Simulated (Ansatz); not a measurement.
`C[O][Al]([NH2])[O]C` + HCl → `C[O][Al]([NH2])[Cl]` + CH₃OH  (ligand exchange at the Al–O bond)

Isolated molecules relaxed with PBE0-D4/def2-TZVP in Ansatz; ΔE leaves out vibrations. CBS: MP2 limit from def2 TZ/QZ plus the TZ coupled-cluster correction, frozen cores. This one scheme is used for every species. DFT in def2-TZVPP. B3LYP here is the variant with VWN-RPA as its local correlation; programs differ in this. HSE06 is defined as in plane-wave codes. Each species was taken in one conformer, which may not be the lowest.

`C[O][Al]([NH2])[O]C`:

Z-matrix (Å, degrees):
```
C
O 1 1.391
H 1 1.096 2 110.3
H 1 1.097 2 112.9 3 120.5
H 1 1.096 2 110.4 3 -118.9
Al 2 1.681 1 139.9 3 -122.9
O 6 1.681 2 124.4 1 0.1
N 6 1.755 2 117.8 1 -179.9
C 7 1.391 6 139.8 2 -0.5
H 8 1.005 6 124.4 2 -0.0
H 8 1.005 6 124.4 2 -180.0
H 9 1.096 7 110.3 6 123.1
H 9 1.096 7 110.4 6 -117.9
H 9 1.097 7 112.9 6 2.6
```

HCl:

```xyz
2

Cl   -0.344   -0.539   -0.015
H     0.344    0.539    0.015
```

`C[O][Al]([NH2])[Cl]`:

Z-matrix (Å, degrees):
```
C
O 1 1.398
H 1 1.096 2 112.4
H 1 1.095 2 110.0 3 120.6
H 1 1.095 2 110.0 3 -120.6
Al 2 1.674 1 135.8 3 -0.9
Cl 6 2.095 2 120.1 1 -0.0
N 6 1.750 2 120.2 1 180.0
H 8 1.006 6 124.6 2 -0.0
H 8 1.006 6 124.3 2 180.0
```

CH₃OH:

```xyz
6

C    -0.246    0.017    0.257
O     0.678   -0.592   -0.615
H    -0.688   -0.777    0.860
H    -1.055    0.528   -0.280
H     0.231    0.735    0.937
H     1.079    0.090   -1.158
```

Is it downhill or uphill in electronic energy at CCSD(T)/CBS, and by how much? (Estimate.)

Computed: Downhill: ΔE = -41.7 kJ/mol.

What do these levels give: PBE-D4, ωB97X-V, ωB97M-V, PBE, PBE0, B3LYP, HSE06, MP2/def2-TZVPP, CCSD(T)/def2-TZVPP, MP2/def2-QZVPP, SCS-MP2/def2-QZVPP, CCSD/CBS(def2)? (Estimate.)

Computed: PBE-D4 -43.1, ωB97X-V -41.9, ωB97M-V -42.0, PBE -44.7, PBE0 -46.7, B3LYP -39.0, HSE06 -47.1, MP2/def2-TZVPP -40.6, CCSD(T)/def2-TZVPP -38.4, MP2/def2-QZVPP -41.9, SCS-MP2/def2-QZVPP -40.2, CCSD/CBS(def2) -41.5 kJ/mol.

Largest T1 diagnostic among the species: 0.011.

Leaving LDA and LC-ωPBE aside and taking each functional with its dispersion term where it has one, the values, not all of them listed here, spread over 11.0 kJ/mol, from HSE06-D4 to BLYP-D4. LDA lies +7.5 kJ/mol from PBE without D4. In def2-TZVPP, CCSD(T) changes the Hartree–Fock value by +6.9 kJ/mol (the triples alone add −0.1 kJ/mol) and MP2 by +4.7 kJ/mol. At CCSD(T), def2-SVP lies +4.5 kJ/mol from the extrapolated value and def2-TZVPP +3.2 kJ/mol.
